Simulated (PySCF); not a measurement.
Calculation: ωB97X-D3(BJ)/def2-TZVP // PBE0-D3(BJ)/def2-TZVP (PySCF). Isolated molecules, 0 K electronic values unless said otherwise. One relaxed conformer stands for a flexible species; it need not be the lowest. Excitations are Tamm–Dancoff values on a coarser integration grid. The basis has no diffuse functions, so Rydberg states are missing or too high.

Reference species (SMILES): `[H]/B=C\B=N` (neutral, multiplicity 1).

```json
{
  "brightest of the four lowest singlets (TDA)": "6.68 eV",
  "T1 excitation (TDA)": "3.22 eV",
  "S1–T1 gap (TDA)": "0.27 eV",
  "HOMO": "-9.26 eV"
}
```

After one change: the brightest of the four lowest singlets (TDA) drops by 1.87 eV; the T1 excitation (TDA) falls by 2.43 eV; the S1–T1 gap (TDA) rises by 0.21 eV; the HOMO rises by 0.72 eV.

**Question.** Which change was made? The new species is one of these.
A. `BB=C=N`
B. `B=NB=C`
C. `[H]/B=C/N=B`
D. `NB1B=C1`

**Answer.** A, `BB=C=N`
